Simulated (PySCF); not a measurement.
Bi⁷⁸⁺: ionisation energy

Bi⁷⁸⁺ [He] 2s2 2p1 (2P) → Bi⁷⁹⁺ [He] 2s2 (1S), as a difference of total energies. Calculation: PySCF 2.14, in an uncontracted even-tempered set (18 s from 60 bohr⁻², ratio 2.2; 13 p from 78 bohr⁻², ratio 2.2; 5 d from 290 bohr⁻², ratio 2.4; 5 f from 430 bohr⁻², ratio 2.4; 4 g from 650 bohr⁻², ratio 2.4); the spin-free X2C one-electron Hamiltonian (Gaussian nucleus). Correlated levels: nothing frozen; virtual orbitals above 40 to 60 times the deepest correlated orbital energy dropped. The calculations carry no spin-orbit coupling.

| method | ionisation energy (eV) |
| --- | --- |
| UHF | 22904.2 |
| LDA | 22891.4 |
| PBE | 22906.5 |
| PBE0 | 22906.1 |
| r2SCAN | 22910.8 |
| B3LYP | 22907.4 |
| PW91 | 22908.8 |
| MP2 (all electrons) | 22904.3 |
| SCS-MP2 (all electrons) | 22904.1 |

A first-order spin-orbit estimate (lowest level to lowest level, LS coupling) adds 1505.6 eV.

For this ion Breit and QED terms and the two-electron picture change, all absent here, outweigh the differences among the correlated methods.

First order in ζ underestimates the shift of j = l − 1/2 levels at high Z.

For comparison: 24640 ± 120 eV (theoretical estimate listed by NIST; NIST Atomic Spectra Database, ionization energies).
